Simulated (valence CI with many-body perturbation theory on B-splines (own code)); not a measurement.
**E1 transitions of Ir⁷¹⁺**

Computed by relativistic CI+MBPT: four valence electrons over a frozen Dirac-Fock core [He], a basis of 11 s, 11 p, 9 d, 7 f, 5 g, 2 h, 1 i functions for each j, with the one-electron correlation potential Σ1, the two-electron term Σ2, the three-electron term Σ3, Breit, model QED; selected CI, second order for the rest (own B-spline code, finite nucleus).

The last digits are not significant, and no measured levels were compared; by estimate large intervals hold to a few tenths of a per cent, small ones and those within an open d or f shell to about a per cent. Among the levels kept, up to 310 cm⁻¹ of a level comes from second order outside the variational space, and about a tenth of that is noise between levels of different J, which matters for small intervals.

Lines 201 to 249 of 249 in falling wavelength, among levels below 1054.2 Ry, chosen from the strongest by gf and those to the six lowest levels. Wavelengths and rates use the calculated energies. Electric multipoles are in the length gauge, E1 and E2 with the static RPA response of the core. Weak lines are less certain than strong ones. Lines between different terms over intervals too small for the method are left out, as are lines whose strength nearly cancels. The highest levels of a list are the least certain.

Levels are named by their leading jj configuration (3d3/2^4 stands for four electrons in 3d with j = 3/2), which in mixed levels can hold well under half, so a name can repeat and another be missing. Letters in brackets count levels of one name in rising energy.

| λ vac (nm) | Upper | Lower | A (s⁻¹) | S (a.u.) |
| --- | --- | --- | --- | --- |
| 0.1027 | (2s 2p1/2 2p3/2 3d3/2) J=2 [a] | (2s 2p1/2^2 2p3/2) J=2 | 3.23e+14 | 8.64e-04 |
| 0.1027 | (2s 2p1/2 2p3/2 3d3/2) J=1 [a] | (2s 2p1/2^2 2p3/2) J=2 | 1.02e+14 | 1.64e-04 |
| 0.1026 | (2s 2p1/2 2p3/2 3d3/2) J=3 [a] | (2s 2p1/2^2 2p3/2) J=2 | 4.69e+14 | 1.75e-03 |
| 0.1025 | (2s 2p1/2 2p3/2 3d3/2) J=1 [c] | (2s 2p1/2^2 2p3/2) J=1 | 3.09e+14 | 4.92e-04 |
| 0.1023 | (2p1/2^2 2p3/2 3s) J=2 | (2s^2 2p1/2 2p3/2) J=2 | 4.38e+12 | 1.16e-05 |
| 0.1023 | (2s 2p1/2 2p3/2 3d3/2) J=1 [d] | (2s 2p1/2^2 2p3/2) J=1 | 1.84e+15 | 2.91e-03 |
| 0.1023 | (2s 2p1/2 2p3/2 3d3/2) J=2 [d] | (2s 2p1/2^2 2p3/2) J=1 | 1.71e+15 | 4.51e-03 |
| 0.1023 | (2s 2p1/2 2p3/2 3d3/2) J=3 [b] | (2s 2p1/2^2 2p3/2) J=2 | 1.82e+15 | 6.73e-03 |
| 0.1022 | (2s 2p1/2 2p3/2 3d5/2) J=2 [a] | (2s 2p1/2^2 2p3/2) J=1 | 5.33e+14 | 1.41e-03 |
| 0.1022 | (2p1/2^2 2p3/2 3s) J=1 | (2s^2 2p1/2 2p3/2) J=2 | 8.36e+12 | 1.32e-05 |
| 0.1022 | (2s 2p1/2 2p3/2 3d3/2) J=2 [b] | (2s 2p1/2^2 2p3/2) J=2 | 1.89e+15 | 4.97e-03 |
| 0.1022 | (2s 2p1/2 2p3/2 3d3/2) J=0 [b] | (2s 2p1/2^2 2p3/2) J=1 | 2.35e+15 | 1.24e-03 |
| 0.1021 | (2p1/2^2 2p3/2 3s) J=2 | (2s^2 2p1/2 2p3/2) J=1 | 6.70e+12 | 1.76e-05 |
| 0.1021 | (2s 2p1/2 2p3/2 3d3/2) J=1 [b] | (2s 2p1/2^2 2p3/2) J=2 | 2.05e+15 | 3.24e-03 |
| 0.1020 | (2s^2 2p1/2 3d3/2) J=1 | (2s^2 2p1/2^2) J=0 | 2.30e+15 | 3.61e-03 |
| 0.1020 | (2s 2p1/2 2p3/2 3d5/2) J=1 [a] | (2s 2p1/2^2 2p3/2) J=1 | 1.47e+14 | 2.32e-04 |
| 0.1019 | (2s^2 2p3/2 3d3/2) J=2 | (2s^2 2p1/2 2p3/2) J=2 | 8.73e+14 | 2.28e-03 |
| 0.1018 | (2s 2p1/2 2p3/2 3d5/2) J=2 [b] | (2s 2p1/2^2 2p3/2) J=1 | 3.27e+12 | 8.52e-06 |
| 0.1018 | (2s^2 2p3/2 3d3/2) J=3 | (2s^2 2p1/2 2p3/2) J=2 | 1.73e+15 | 6.31e-03 |
| 0.1018 | (2s^2 2p3/2 3d3/2) J=1 | (2s^2 2p1/2 2p3/2) J=2 | 3.01e+14 | 4.70e-04 |
| 0.1017 | (2s^2 2p3/2 3d3/2) J=2 | (2s^2 2p1/2 2p3/2) J=1 | 8.71e+14 | 2.26e-03 |
| 0.1017 | (2s 2p1/2 2p3/2 3d3/2) J=3 [c] | (2s 2p1/2^2 2p3/2) J=2 | 2.75e+13 | 1.00e-04 |
| 0.1017 | (2s 2p1/2 2p3/2 3d5/2) J=1 [b] | (2s 2p1/2^2 2p3/2) J=1 | 2.48e+13 | 3.87e-05 |
| 0.1016 | (2s^2 2p3/2 3d3/2) J=1 | (2s^2 2p1/2 2p3/2) J=1 | 1.44e+15 | 2.24e-03 |
| 0.1016 | (2s^2 2p3/2 3d3/2) J=0 | (2s^2 2p1/2 2p3/2) J=1 | 1.75e+15 | 9.08e-04 |
| 0.1015 | (2s 2p1/2 2p3/2 3d3/2) J=1 [d] | (2s 2p1/2^2 2p3/2) J=2 | 3.70e+12 | 5.73e-06 |
| 0.1014 | (2s 2p1/2 2p3/2 3d5/2) J=2 [a] | (2s 2p1/2^2 2p3/2) J=2 | 2.17e+12 | 5.60e-06 |
| 0.1014 | (2s 2p1/2 2p3/2 3d5/2) J=3 [a] | (2s 2p1/2^2 2p3/2) J=2 | 1.74e+13 | 6.26e-05 |
| 0.1009 | (2s 2p1/2 2p3/2 3p3/2) J=3 [a] | (2s^2 2p1/2 2p3/2) J=2 | 3.93e+13 | 1.40e-04 |
| 0.1007 | (2s 2p1/2 2p3/2 3p3/2) J=2 [a] | (2s^2 2p1/2 2p3/2) J=2 | 6.03e+13 | 1.52e-04 |
| 0.1007 | (2s 2p1/2 2p3/2 3p3/2) J=1 [a] | (2s^2 2p1/2 2p3/2) J=1 | 3.92e+14 | 5.93e-04 |
| 0.1007 | (2s^2 2p3/2 3d5/2) J=2 | (2s^2 2p1/2 2p3/2) J=1 | 7.74e+12 | 1.95e-05 |
| 0.1007 | (2s^2 2p3/2 3d5/2) J=3 | (2s^2 2p1/2 2p3/2) J=2 | 1.89e+13 | 6.66e-05 |
| 0.1005 | (2s 2p1/2 2p3/2 3p3/2) J=2 [a] | (2s^2 2p1/2 2p3/2) J=1 | 2.99e+14 | 7.49e-04 |
| 0.1004 | (2s 2p1/2 2p3/2 3p3/2) J=2 [b] | (2s^2 2p1/2 2p3/2) J=2 | 3.15e+14 | 7.88e-04 |
| 0.1004 | (2s 2p1/2 2p3/2 3p3/2) J=0 [a] | (2s^2 2p1/2 2p3/2) J=1 | 6.19e+14 | 3.09e-04 |
| 0.1003 | (2s 2p1/2 2p3/2 3p3/2) J=3 [b] | (2s^2 2p1/2 2p3/2) J=2 | 3.45e+14 | 1.20e-03 |
| 0.1003 | (2s 2p1/2 2p3/2 3p3/2) J=1 [b] | (2s^2 2p1/2 2p3/2) J=2 | 6.15e+14 | 9.19e-04 |
| 0.1003 | (2s 2p1/2^2 3p3/2) J=1 | (2s^2 2p1/2^2) J=0 | 6.13e+14 | 9.16e-04 |
| 0.1003 | (2s 2p1/2 2p3/2 3p3/2) J=2 [b] | (2s^2 2p1/2 2p3/2) J=1 | 3.03e+13 | 7.55e-05 |
| 0.1002 | (2s 2p1/2 2p3/2 3p3/2) J=1 [b] | (2s^2 2p1/2 2p3/2) J=1 | 1.35e+13 | 2.01e-05 |
| 0.09988 | (2s 2p1/2 2p3/2 3p3/2) J=2 [c] | (2s^2 2p1/2 2p3/2) J=2 | 3.65e+13 | 8.97e-05 |
| 0.09986 | (2s 2p1/2 2p3/2 3p3/2) J=3 [c] | (2s^2 2p1/2 2p3/2) J=2 | 2.42e+14 | 8.34e-04 |
| 0.09973 | (2s 2p1/2 2p3/2 3p3/2) J=2 [c] | (2s^2 2p1/2 2p3/2) J=1 | 3.09e+14 | 7.57e-04 |
| 0.09971 | (2s 2p1/2 2p3/2 3p3/2) J=2 [d] | (2s^2 2p1/2 2p3/2) J=2 | 2.41e+14 | 5.90e-04 |
| 0.09970 | (2s 2p1/2 2p3/2 3p3/2) J=1 [c] | (2s^2 2p1/2 2p3/2) J=2 | 6.26e+13 | 9.18e-05 |
| 0.09957 | (2s 2p1/2 2p3/2 3p3/2) J=2 [d] | (2s^2 2p1/2 2p3/2) J=1 | 8.36e+12 | 2.04e-05 |
| 0.09956 | (2s 2p1/2 2p3/2 3p3/2) J=1 [c] | (2s^2 2p1/2 2p3/2) J=1 | 2.10e+14 | 3.06e-04 |
| 0.09950 | (2s 2p1/2 2p3/2 3p3/2) J=1 [d] | (2s^2 2p1/2 2p3/2) J=1 | 1.82e+13 | 2.65e-05 |
